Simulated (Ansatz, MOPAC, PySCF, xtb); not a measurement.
Complex: HF (SMILES F) (first 2 atoms) with HI (SMILES I); geometry from B3LYP-D3(BJ)/def2-TZVP.
(charge 0, multiplicity 1):
```xyz
4

F     -0.07014     0.47503    -0.24116
H      0.00476     0.03463     0.57653
I      0.21288    -1.03616     2.98202
H      0.17418     0.43607     3.64857
```

Monomers are frozen at their geometry in the pair; levels with a basis set take the counterpoise correction.

Correlated levels freeze the cores. Filled d and f shells under p-block atoms count as core. The state that PM7 reach isn't checked; PM7 holds dispersion and hydrogen-bond terms.

Codes used: Ansatz (Gaussian orbitals); MOPAC for PM7 (differences of heats of formation); PySCF for the dispersion terms; xtb for the GFN methods.  In def2 rows elements past Kr take small-core potentials, without spin–orbit coupling.

| level | interaction energy (kcal/mol) |
|---|---|
| PM7 | 2.50 |
| GFN1-xTB | -6.63 |
| BLYP/def2-TZVPPD | -2.11 |
| BLYP-D3(BJ)/def2-TZVPPD | -3.24 |
| B3LYP/def2-TZVPPD | -2.25 |
| PBE0/def2-TZVPPD | -2.80 |
| BHLYP-D4/def2-TZVPPD | -2.86 |
| wB97X-V/def2-TZVPPD | -2.73 |
| CCSD(T)/def2-TZVPPD | ? |

Question: Some entries are withheld; supply them.

Answer: 
- CCSD(T)/def2-TZVPPD, interaction energy (kcal/mol): -2.04

Ansatz is a quantum-chemistry and plane-wave program.
